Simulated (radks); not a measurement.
Task: The terbium ion Tb4+, configuration [Xe] 4f7 (the NIST ground configuration). Method: scalar-relativistic Kohn-Sham, PBE, spin-polarised, spherical densities, point nucleus; open shells are filled with parallel spins first (spin-orbit coupling, left out, can overturn this in heavy ions); computed with a radial shooting solver on a logarithmic mesh with Libxc functionals. Some entries of the table are withheld. Estimate them.

| orbital | occ. | eigenvalue (eV) | <r^2> (bohr^2) | <r> (bohr) |
|---|---|---|---|---|
| 1s down | 1 | -51914.27 | 0.0006315 | 0.02150 |
| 1s up | 1 | -51914.27 | 0.0006315 | 0.02150 |
| 2s up | 1 | -8650.195 | 0.009888 | 0.09150 |
| 2s down | 1 | -8650.135 | 0.009887 | 0.09150 |
| 2p up | 3 | -7691.608 | 0.007988 | 0.08089 |
| 2p down | 3 | -7691.566 | 0.007988 | 0.08089 |
| 3s up | 1 | -1962.829 | 0.06553 | 0.2395 |
| 3s down | 1 | -1959.865 | 0.06540 | 0.2393 |
| 3p up | 3 | -1667.276 | 0.06578 | 0.2382 |
| 3p down | 3 | -1664.324 | 0.06563 | 0.2380 |
| 3d up | 5 | -1282.026 | 0.05518 | 0.2167 |
| 3d down | 5 | -1279.768 | 0.05500 | 0.2164 |
| 4s up | 1 | -434.5102 | 0.3291 | 0.5401 |
| 4s down | 1 | -427.8526 | 0.3292 | 0.5402 |
| 4p up | 3 | -336.8805 | 0.3711 | 0.5713 |
| 4p down | 3 | -330.2996 | 0.3715 | 0.5716 |
| 4d up | 5 | -202.8537 | 0.4423 | 0.6179 |
| 4d down | 5 | -196.3739 | 0.4447 | 0.6193 |
| 5s up | 1 | -94.4113 | 1.782 | 1.261 |
| 5s down | 1 | -91.3007 | 1.838 | 1.281 |
| 5p up | 3 | -69.1983 | 2.324 | 1.437 |
| 5p down | 3 | -66.9053 | 2.412 | 1.464 |
| 4f up | 7 | -56.5476 | 0.7482 | 0.7726 |
| 4f down | 0 | -50.6320 | 0.8121 | 0.7991 |
| 5d up | 0 | (1) | 4.154 | 1.911 |
| 5d down | 0 | (2) | 4.362 | 1.958 |
| 6s up | 0 | (3) | 8.657 | 2.793 |
| 6s down | 0 | (4) | 8.902 | 2.832 |

Result: 
(1) 5d up eigenvalue (eV): -38.0522
(2) 5d down eigenvalue (eV): -36.9296
(3) 6s up eigenvalue (eV): -32.6057
(4) 6s down eigenvalue (eV): -32.0516
